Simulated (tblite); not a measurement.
C4H6O4Zn, charge +1, doublet, geometry from GFN2-xTB (such geometries of metal compounds can be far from the true shape) (a state made from the parent by changing its charge; the spin is typed, not shown lowest); GFN1-xTB run with tblite.

tblite was given this input:
```
$ tblite run mol.xyz --method gfn1 --charge 1 --spin 1 --guess eeq --json tblite.json --no-restart

# file mol.xyz
15

Zn    -0.00526764     0.00541762     0.00407938
C      0.09603319     2.30987692    -2.99729817
C      0.05958304     1.37652557    -1.78733793
O     -0.48074607     0.27209721    -1.91679281
O      0.56473923     1.77006141    -0.72965432
H      0.97269638     2.95034303    -2.91975243
H      0.09750893     1.70882232    -3.90472554
H     -0.81419561     2.91199958    -2.94731222
C     -0.08473146    -2.32490459     2.98585946
C     -0.04847619    -1.37930290     1.78557697
O     -0.99280301    -0.59614818     1.63171913
O      0.91760629    -1.44373053     1.01676299
H      0.93698966    -2.52487476     3.30410372
H     -0.68561149    -1.87319019     3.77283590
H     -0.55418159    -3.24703751     2.63538721
```

Problem. Predict the main parts of the log of this tblite run.

Solution. 
```
xTB calculator
 | screened Coulomb repulsion
 | Coulomb electrostatics
 |  * isotropic Klopman-Ohno-Mataga-Nishimoto electrostatics
 |  * onsite third-order electrostatics
 | DFT-D3(BJ) dispersion correction

halogen bonding energy    0.0000000000000E+00 Eh
repulsion energy          2.5684847442450E-01 Eh
dispersion energy        -4.9098455154174E-03 Eh
number of electrons       4.7000000000000E+01 e
integral cutoff           3.9672993110968E+01 bohr

------------------------------------------------------------
  cycle        total energy    energy error   density error
------------------------------------------------------------
      1     -30.50994377399  -3.0761882E+01   5.7719111E-01
      2     -30.79762532670  -2.8768155E-01   3.2443902E-01
      3     -30.80661357164  -8.9882449E-03   1.6244799E-01
      4     -30.81399868729  -7.3851156E-03   1.2604307E-02
      5     -30.81432410942  -3.2542213E-04   7.3464981E-03
      6     -30.81450061346  -1.7650404E-04   1.8283476E-03
      7     -30.81451213546  -1.1522002E-05   1.3591804E-03
      8     -30.81452057748  -8.4420201E-06   2.9277184E-04
      9     -30.81452097593  -3.9844436E-07   1.2174818E-04
     10     -30.81452101899  -4.3065629E-08   4.0903479E-05
     11     -30.81452102291  -3.9138506E-09   1.0423662E-05
------------------------------------------------------------

electronic energy        -3.1066459651814E+01 Eh
total energy             -3.0814521022905E+01 Eh

Post processing:
 | Mayer-Wiberg bond orders

[Info] JSON dump of results written to 'tblite.json'
```
